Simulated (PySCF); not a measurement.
SMILES [SiH3]O[Si](Cl)(Cl)Cl (H₃Cl₃OSi₂), PBE0/def2-SVP optimised geometry.

```
9

Si    -0.49    -0.32     0.00
O     -1.04    -1.07    -1.39
Si    -1.16    -2.34    -2.38
Cl    -2.01    -3.92    -1.39
Cl    -2.33    -1.84    -3.97
Cl     0.69    -2.90    -3.05
H      1.00    -0.32     0.00
H     -1.00    -1.07     1.19
H     -1.00     1.07     0.00
```

Density from PBE0/def2-TZVP run with PySCF 2.14.0 at that geometry.

Minimum of the electron density along straight lines between bonded atoms, close to the bond critical point (lines longer than 1.1 times the sum of covalent radii, or with two minima, are not listed):

```
bond     length / Å  ρ at the minimum / e bohr⁻³  ∇²ρ there / e bohr⁻⁵  position (fraction from the first atom)
-------  ----------  ---------------------------  --------------------  ---------------------------------------
Si1–O2        1.672                        0.123                  0.76                                     0.41
O2–Si3        1.618                        0.144                  0.94                                     0.59
Si3–Cl4       2.042                        0.105                  0.23                                     0.36
Si3–Cl5       2.036                        0.106                  0.23                                     0.36
Si3–Cl6       2.042                        0.105                  0.23                                     0.36
Si1–H7        1.490                        0.123                  0.14                                     0.49
Si1–H8        1.490                        0.123                  0.14                                     0.49
Si1–H9        1.487                        0.124                  0.14                                     0.49
```
